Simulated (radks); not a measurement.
Values are calculated unless marked as measured or tabulated.
Coulomb parameter of the 4d shell of neutral molybdenum in the model configuration [Kr] 4d5 5s1, as a second difference U = [E(n + 0.5) + E(n - 0.5) - 2 E(n)] / (0.5)^2 with all orbitals relaxed. "Bare": the charge of the atom changes with n. "Screened": the 5s shell takes up the change at fixed total charge, which measures U(4d,4d) + U(5s,5s) - 2 U(4d,5s). Level of theory: scalar-relativistic Kohn-Sham, BLYP, spin-unpolarised, spherical densities, finite nucleus; Fermi nuclear charge, rms radius 4.4091 fm (a radial shooting solver on a logarithmic mesh with Libxc functionals).

| case | configuration | E - E(n) (eV) |
|---|---|---|
| start | [Kr] 4d5 5s1 | 0.000 |
| bare +0.5 | [Kr] 4d5.5 5s1 | -0.919 |
| bare -0.5 | [Kr] 4d4.5 5s1 | 2.841 |
| screened +0.5 | [Kr] 4d5.5 5s0.5 | 0.322 |
| screened -0.5 | [Kr] 4d4.5 5s1.5 | -0.081 |

U(bare) = 7.689 eV, U(screened by 5s) = 0.968 eV, against the Slater integral F0(4d,4d) = 12.519 eV with frozen orbitals. The step up makes a negative ion, whose loosely bound charge lowers the bare value.
